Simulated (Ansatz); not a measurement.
Reaction (substitution at a C–Si bond): `C[SiH2][CH2][AlH][F]` + H–F → `F[CH2][AlH][F]` + `C[SiH3]`

Isolated molecules relaxed with PBE0-D4/def2-TZVP in Ansatz; ΔE leaves out vibrations. CCSD(T)/CBS adds triple-zeta CCSD(T) − MP2 to the extrapolated MP2 energy (def2 sets, frozen cores). This one scheme is used for every species. Functionals use def2-TZVPP. One conformer a species, not always the lowest.

`C[SiH2][CH2][AlH][F]`:

Z-matrix (Å, degrees):
```
C
Si 1 1.873
H 1 1.093 2 110.8
H 1 1.094 2 111.7 3 120.1
H 1 1.092 2 110.8 3 -119.7
C 2 1.871 1 111.0 3 -59.5
H 2 1.492 1 109.2 3 -179.8
H 2 1.491 1 109.2 3 63.1
Al 6 1.932 2 114.6 1 -62.8
H 6 1.096 2 108.6 1 175.3
H 6 1.097 2 107.6 1 58.7
F 9 1.653 6 118.4 2 -98.2
H 9 1.579 6 125.5 2 81.0
```

H–F:

Z-matrix (Å, degrees):
```
F
H 1 0.920
```

`F[CH2][AlH][F]`:

Cartesian coordinates in Å:
```
F -0.673 1.732 -0.372
C -0.601 0.552 0.365
Al 0.706 -0.733 -0.370
F 1.565 -0.337 -1.717
H -0.356 0.815 1.403
H -1.608 0.113 0.402
H 0.967 -2.143 0.289
```

`C[SiH3]`:

Cartesian coordinates in Å:
```
C 0.533 0.442 -0.704
Si -0.477 -0.396 0.630
H 0.016 1.326 -1.084
H 0.707 -0.236 -1.542
H 1.504 0.757 -0.315
H -0.715 0.531 1.769
H 0.230 -1.598 1.148
H -1.798 -0.826 0.097
```

| level | ΔE (kJ/mol) |
| --- | --- |
| LDA (SPW92) | 132.3 |
| r2SCAN-D4 | 131.7 |
| ωB97M-V | 130.7 |
| MP2/CBS(def2) | 157.1 |

Task: What does CCSD(T)/CBS give? (Best estimate.)

Result: Computed: +142.9 kJ/mol. The listed levels differ from it by -10.6, -11.2, -12.2, 14.2 kJ/mol.

Task: What do rigid-rotor, harmonic-oscillator terms from PBE0-D4/def2-TZVP frequencies (298.15 K, 1 bar) make of the CCSD(T)/CBS value? (Estimate.)

Result: Ansatz gave: ΔZPE = 0.0 kJ/mol, ΔH = +139.5 kJ/mol, ΔS = 7 J/(mol·K), ΔG = +137.4 kJ/mol. Modes under 50 cm⁻¹ make the entropy rough.

Largest T1 diagnostic among the species: 0.012.

From BLYP to BHLYP (50 % exact exchange), in def2-TZVPP and without D4, ΔE moves by +14.5 kJ/mol. Leaving LDA and LC-ωPBE aside and taking each functional with its dispersion term where it has one, the values, not all of them listed here, spread over 26.4 kJ/mol, from BLYP-D4 to PBE-QIDH. LDA lies +11.7 kJ/mol from PBE without D4.

CCSD(T)/CBS has its own doubt, a few kJ/mol and more with outer-core shells, so smaller differences from it don't rank the levels.
